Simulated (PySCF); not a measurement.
Al- (aluminium, charge -1) across methods

[Ne] 3s2 3p2, high-spin 3P determinant. Computed with PySCF 2.14 in x2c-QZVPPall with one added diffuse shell each of s, p, d, f type (10s7p5d3f1g, 86 functions), with the spin-free X2C one-electron Hamiltonian (Gaussian nucleus).

```json
{"method": "r2SCAN", "E (hartree)": "-242.8004", "mean ε 3s α (eV)": "-3.258", "mean ε 3s β (eV)": "-2.202", "mean ε 3p α (eV)": "1.209", "Σ⟨r²⟩ (bohr²)": "75.61", "⟨S²⟩": "2.010"}
{"method": "PBE", "E (hartree)": "-242.6991", "mean ε 3s α (eV)": "-3.111", "mean ε 3s β (eV)": "-2.238", "mean ε 3p α (eV)": "1.296", "Σ⟨r²⟩ (bohr²)": "79.64", "⟨S²⟩": "2.004"}
{"method": "BHandHLYP", "E (hartree)": "-242.8257", "mean ε 3s α (eV)": "-5.085", "mean ε 3s β (eV)": "-3.774", "mean ε 3p α (eV)": "0.465", "Σ⟨r²⟩ (bohr²)": "75.33", "⟨S²⟩": "2.005"}
{"method": "LDA", "E (hartree)": "-241.7781", "mean ε 3s α (eV)": "-3.293", "mean ε 3s β (eV)": "-2.478", "mean ε 3p α (eV)": "1.235", "Σ⟨r²⟩ (bohr²)": "81.77", "⟨S²⟩": "2.001"}
{"method": "UHF", "E (hartree)": "-242.31776", "mean ε 3s α (eV)": "-6.856", "mean ε 3s β (eV)": "-4.503", "mean ε 3p α (eV)": "-0.597", "Σ⟨r²⟩ (bohr²)": "72.70", "⟨S²⟩": "2.018"}
{"method": "wB97X-V", "E (hartree)": "-242.7763", "mean ε 3s α (eV)": "-6.383", "mean ε 3s β (eV)": "-4.918", "mean ε 3p α (eV)": "-0.554", "Σ⟨r²⟩ (bohr²)": "70.25", "⟨S²⟩": "2.006"}
{"method": "HSE06", "E (hartree)": "-242.7320", "mean ε 3s α (eV)": "-3.746", "mean ε 3s β (eV)": "-2.594", "mean ε 3p α (eV)": "1.129", "Σ⟨r²⟩ (bohr²)": "75.63", "⟨S²⟩": "2.005"}
{"method": "PBE0", "E (hartree)": "-242.7164", "mean ε 3s α (eV)": "-4.113", "mean ε 3s β (eV)": "-2.928", "mean ε 3p α (eV)": "0.807", "Σ⟨r²⟩ (bohr²)": "74.63", "⟨S²⟩": "2.006"}
{"method": "CAM-B3LYP", "E (hartree)": "-242.8304", "mean ε 3s α (eV)": "-5.432", "mean ε 3s β (eV)": "-4.161", "mean ε 3p α (eV)": "0.130", "Σ⟨r²⟩ (bohr²)": "73.51", "⟨S²⟩": "2.005"}
```

The highest occupied level is positive at r2SCAN, PBE, BHandHLYP, LDA, HSE06, PBE0, CAM-B3LYP: only the finite basis holds that electron, which in a density functional comes from self-interaction.
